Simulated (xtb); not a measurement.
C60, SMILES c12c3c4c5c6c7c4c4c8c3c3c9c%10c%11c(c%12c%13c%14c%15c%16c%17c(c%14c5c2%13)c6c2c5c6c%13c%14c%18c(c8c9c8c%10c9c%10c%19c%20c9c%11c%12c%15c%20c%16c9c(c6c(c%14c%10c8%18)c%199)c2%17)c4c%13c75)c13. All values are semi-empirical tight-binding results from xtb (GFN2-xTB unless named), good for trends rather than for accurate numbers. Geometry: GFN2-xTB.

Optimised geometry:

Bonds (Å): C1–C2 1.441, C1–C3 1.388, C1–C12 1.441, C2–C4 1.388, C2–C6 1.441, C3–C11 1.441, C3–C35 1.441, C4–C5 1.441, C4–C33 1.441, C5–C8 1.388, C5–C38 1.441, C6–C7 1.388, C6–C13 1.441, C7–C8 1.441, C7–C54 1.441, C8–C59 1.441, C9–C10 1.441, C9–C11 1.388, C9–C20 1.441, C10–C12 1.388, C10–C14 1.441, C11–C19 1.441, C12–C13 1.441, C13–C16 1.388, C14–C15 1.388, C14–C21 1.441, C15–C16 1.441, C15–C50 1.441, C16–C55 1.441, C17–C18 1.441, C17–C19 1.388, C17–C28 1.441, C18–C20 1.388, C18–C22 1.441, C19–C27 1.441, C20–C21 1.441, C21–C24 1.388, C22–C23 1.388, C22–C29 1.441, C23–C24 1.441, C23–C46 1.441, C24–C51 1.441, C25–C26 1.441, C25–C27 1.388, C25–C36 1.441, C26–C28 1.388, C26–C30 1.441, C27–C35 1.441, C28–C29 1.441, C29–C32 1.388, C30–C31 1.388, C30–C37 1.441, C31–C32 1.441, C31–C42 1.441, C32–C47 1.441, C33–C34 1.441, C33–C35 1.388, C34–C36 1.388, C34–C38 1.441, C36–C37 1.441, C37–C40 1.388, C38–C39 1.388, C39–C40 1.441, C39–C58 1.441, C40–C43 1.441, C41–C42 1.441, C41–C44 1.388, C41–C47 1.441, C42–C43 1.388, C43–C57 1.441, C44–C48 1.441, C44–C60 1.441, C45–C46 1.441, C45–C48 1.388, C45–C51 1.441, C46–C47 1.388, C48–C52 1.441, C49–C50 1.441, C49–C52 1.388, C49–C55 1.441, C50–C51 1.388, C52–C56 1.441, C53–C54 1.441, C53–C56 1.388, C53–C59 1.441, C54–C55 1.388, C56–C60 1.441, C57–C58 1.441, C57–C60 1.388, C58–C59 1.388. Bond angles (°): C2–C1–C3 120.0, C2–C1–C12 108.0, C3–C1–C12 120.0, C1–C2–C4 120.0, C1–C2–C6 108.0, C4–C2–C6 120.0, C1–C3–C11 120.0, C1–C3–C35 120.0, C11–C3–C35 108.0, C2–C4–C5 120.0, C2–C4–C33 120.0, C5–C4–C33 108.0, C4–C5–C8 120.0, C4–C5–C38 108.0, C8–C5–C38 120.0, C2–C6–C7 120.0, C2–C6–C13 108.0, C7–C6–C13 120.0, C6–C7–C8 120.0, C6–C7–C54 120.0, C8–C7–C54 108.0, C5–C8–C7 120.0, C5–C8–C59 120.0, C7–C8–C59 108.0, C10–C9–C11 120.0, C10–C9–C20 108.0, C11–C9–C20 120.0, C9–C10–C12 120.0, C9–C10–C14 108.0, C12–C10–C14 120.0, C3–C11–C9 120.0, C3–C11–C19 108.0, C9–C11–C19 120.0, C1–C12–C10 120.0, C1–C12–C13 108.0, C10–C12–C13 120.0, C6–C13–C12 108.0, C6–C13–C16 120.0, C12–C13–C16 120.0, C10–C14–C15 120.0, C10–C14–C21 108.0, C15–C14–C21 120.0, C14–C15–C16 120.0, C14–C15–C50 120.0, C16–C15–C50 108.0, C13–C16–C15 120.0, C13–C16–C55 120.0, C15–C16–C55 108.0, C18–C17–C19 120.0, C18–C17–C28 108.0, C19–C17–C28 120.0, C17–C18–C20 120.0, C17–C18–C22 108.0, C20–C18–C22 120.0, C11–C19–C17 120.0, C11–C19–C27 108.0, C17–C19–C27 120.0, C9–C20–C18 120.0, C9–C20–C21 108.0, C18–C20–C21 120.0, C14–C21–C20 108.0, C14–C21–C24 120.0, C20–C21–C24 120.0, C18–C22–C23 120.0, C18–C22–C29 108.0, C23–C22–C29 120.0, C22–C23–C24 120.0, C22–C23–C46 120.0, C24–C23–C46 108.0, C21–C24–C23 120.0, C21–C24–C51 120.0, C23–C24–C51 108.0, C26–C25–C27 120.0, C26–C25–C36 108.0, C27–C25–C36 120.0, C25–C26–C28 120.0, C25–C26–C30 108.0, C28–C26–C30 120.0, C19–C27–C25 120.0, C19–C27–C35 108.0, C25–C27–C35 120.0, C17–C28–C26 120.0, C17–C28–C29 108.0, C26–C28–C29 120.0, C22–C29–C28 108.0, C22–C29–C32 120.0, C28–C29–C32 120.0, C26–C30–C31 120.0, C26–C30–C37 108.0, C31–C30–C37 120.0, C30–C31–C32 120.0, C30–C31–C42 120.0, C32–C31–C42 108.0, C29–C32–C31 120.0, C29–C32–C47 120.0, C31–C32–C47 108.0, C4–C33–C34 108.0, C4–C33–C35 120.0, C34–C33–C35 120.0, C33–C34–C36 120.0, C33–C34–C38 108.0, C36–C34–C38 120.0, C3–C35–C27 108.0, C3–C35–C33 120.0, C27–C35–C33 120.0, C25–C36–C34 120.0, C25–C36–C37 108.0, C34–C36–C37 120.0, C30–C37–C36 108.0, C30–C37–C40 120.0, C36–C37–C40 120.0, C5–C38–C34 108.0, C5–C38–C39 120.0, C34–C38–C39 120.0, C38–C39–C40 120.0, C38–C39–C58 120.0, C40–C39–C58 108.0, C37–C40–C39 120.0, C37–C40–C43 120.0, C39–C40–C43 108.0, C42–C41–C44 120.0, C42–C41–C47 108.0, C44–C41–C47 120.0, C31–C42–C41 108.0, C31–C42–C43 120.0, C41–C42–C43 120.0, C40–C43–C42 120.0, C40–C43–C57 108.0, C42–C43–C57 120.0, C41–C44–C48 120.0, C41–C44–C60 120.0, C48–C44–C60 108.0, C46–C45–C48 120.0, C46–C45–C51 108.0, C48–C45–C51 120.0, C23–C46–C45 108.0, C23–C46–C47 120.0, C45–C46–C47 120.0, C32–C47–C41 108.0, C32–C47–C46 120.0, C41–C47–C46 120.0, C44–C48–C45 120.0, C44–C48–C52 108.0, C45–C48–C52 120.0, C50–C49–C52 120.0, C50–C49–C55 108.0, C52–C49–C55 120.0, C15–C50–C49 108.0, C15–C50–C51 120.0, C49–C50–C51 120.0, C24–C51–C45 108.0, C24–C51–C50 120.0, C45–C51–C50 120.0, C48–C52–C49 120.0, C48–C52–C56 108.0, C49–C52–C56 120.0, C54–C53–C56 120.0, C54–C53–C59 108.0, C56–C53–C59 120.0, C7–C54–C53 108.0, C7–C54–C55 120.0, C53–C54–C55 120.0, C16–C55–C49 108.0, C16–C55–C54 120.0, C49–C55–C54 120.0, C52–C56–C53 120.0, C52–C56–C60 108.0, C53–C56–C60 120.0, C43–C57–C58 108.0, C43–C57–C60 120.0, C58–C57–C60 120.0, C39–C58–C57 108.0, C39–C58–C59 120.0, C57–C58–C59 120.0, C8–C59–C53 108.0, C8–C59–C58 120.0, C53–C59–C58 120.0, C44–C60–C56 108.0, C44–C60–C57 120.0, C56–C60–C57 120.0.

| Item | Result |
|---|---|
| point group as xtb finds it | Ih |
| orbital gap | 1.75 eV |
| dipole moment | 0.00 D |
| zero-point energy | 230.7 kcal/mol |
| G − E(el) at 298.15 K (modified RRHO) | 205.7 kcal/mol |
| static polarisability (D4 model) | 520.5 bohr³ |
| solvation energy, GFN2-xTB/ALPB(water) | -4.6 kcal/mol |
| solvation energy, GFN2-xTB/ALPB(dmf) | -23.0 kcal/mol |

Computed IR lines (harmonic; lines under 4 % of the strongest left out, lines within 3 cm⁻¹ merged):
ν (cm⁻¹): 499 (s), 623 (w), 1228 (w), 1482 (vs) (against the strongest line: vs over 80 %, s over 45 %, m over 15 %, w over 4 %, vw less)

Computed atomic charges and the Wiberg bond orders between heavy atoms:
charges (e) C1 0.00, C2 0.00, C3 0.00, C4 0.00, C5 0.00, C6 0.00, C7 0.00, C8 0.00, C9 0.00, C10 0.00, C11 0.00, C12 0.00, C13 0.00, C14 0.00, C15 0.00, C16 0.00, C17 0.00, C18 0.00, C19 0.00, C20 0.00, C21 0.00, C22 0.00, C23 0.00, C24 0.00, C25 0.00, C26 0.00, C27 0.00, C28 0.00, C29 0.00, C30 0.00, C31 0.00, C32 0.00, C33 0.00, C34 0.00, C35 0.00, C36 0.00, C37 0.00, C38 0.00, C39 0.00, C40 0.00, C41 0.00, C42 0.00, C43 0.00, C44 0.00, C45 0.00, C46 0.00, C47 0.00, C48 0.00, C49 0.00, C50 0.00, C51 0.00, C52 0.00, C53 0.00, C54 0.00, C55 0.00, C56 0.00, C57 0.00, C58 0.00, C59 0.00, C60 0.00. Bond orders C1–C2 1.15, C1–C3 1.39, C2–C4 1.39, C4–C5 1.15, C2–C6 1.15, C6–C7 1.39, C5–C8 1.39, C7–C8 1.15, C9–C10 1.15, C3–C11 1.15, C9–C11 1.39, C1–C12 1.15, C10–C12 1.39, C6–C13 1.15, C12–C13 1.15, C10–C14 1.15, C14–C15 1.39, C13–C16 1.39, C15–C16 1.15, C17–C18 1.15, C11–C19 1.15, C17–C19 1.39, C9–C20 1.15, C18–C20 1.39, C14–C21 1.15, C20–C21 1.15, C18–C22 1.15, C22–C23 1.39, C21–C24 1.39, C23–C24 1.15, C25–C26 1.15, C19–C27 1.15, C25–C27 1.39, C17–C28 1.15, C26–C28 1.39, C22–C29 1.15, C28–C29 1.15, C26–C30 1.15, C30–C31 1.39, C29–C32 1.39, C31–C32 1.15, C4–C33 1.15, C33–C34 1.15, C3–C35 1.15, C27–C35 1.15, C33–C35 1.39, C25–C36 1.15, C34–C36 1.39, C30–C37 1.15, C36–C37 1.15, C5–C38 1.15, C34–C38 1.15, C38–C39 1.39, C37–C40 1.39, C39–C40 1.15, C31–C42 1.15, C41–C42 1.15, C40–C43 1.15, C42–C43 1.39, C41–C44 1.39, C23–C46 1.15, C45–C46 1.15, C32–C47 1.15, C41–C47 1.15, C46–C47 1.39, C44–C48 1.15, C45–C48 1.39, C15–C50 1.15, C49–C50 1.15, C24–C51 1.15, C45–C51 1.15, C50–C51 1.39, C48–C52 1.15, C49–C52 1.39, C7–C54 1.15, C53–C54 1.15, C16–C55 1.15, C49–C55 1.15, C54–C55 1.39, C52–C56 1.15, C53–C56 1.39, C43–C57 1.15, C39–C58 1.15, C57–C58 1.15, C8–C59 1.15, C53–C59 1.15, C58–C59 1.39, C44–C60 1.15, C56–C60 1.15, C57–C60 1.39.
